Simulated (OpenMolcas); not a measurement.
An OpenMolcas run meant for Te II (ANO-RCC-VTZP, DKH3; inactive shells 1s 2s 2p 3s 3p 3d 4s 4p 4d; intended active space 5 electrons in 9 orbitals (RAS2 5s 5p; RAS3 5d, at most 2 electrons)). One step of its input:

```
&CASPT2
Multistate=1 1
Frozen=9 9
IPAE=0.25
Imaginary=0.1
MaxIter=60
WThr=0.0 0.3 0.05
PrWF=0.5
NoMix
```

Lines from the output:

```
|        MOLCAS_PRINT = 2
  |       MOLCAS_SOURCE = <dir>
  |    MOLCAS_STRUCTURE = 0
  |
   -----------------------------------------------------------------------------------------
++ ---------   Input file   ---------
>>> COPY JOB001 $Project.JobIph
&CASPT2
Multistate=1 1
Frozen=9 9
IPAE=0.25
Imaginary=0.1
MaxIter=60
WThr=0.0 0.3 0.05
PrWF=0.5
NoMix
-- ----------------------------------
>>> COPY JOB001 a.JobIph
*** symbolic link created: INPORB -> a.RasOrb
--- Start Module: caspt2 at  ---
()()()()()()()()()()()()()()()()()()()()()()()()()()()()()()()()()()()()()()()()()()()()()()()()()()
                                              &CASPT2
                                   only a single process is used
                       available to each process: 2.3 GB of memory, 1 thread
()()()()()()()()()()()()()()()()()()()()()()()()()()()()()()()()()()()()()()()()()()()()()()()()()()
 ###    ERROR: Unrecognized keyword: IPAE                                    ###
--- Stop Module: caspt2 at  /rc=_RC_INPUT_ERROR_ ---
.####################.
.# User input error #.
.####################.
```

Problem. What is wrong with the input?

Solution. A keyword is misspelt. OpenMolcas reads the first four letters of a keyword, so the setting is refused or falls back to its default.
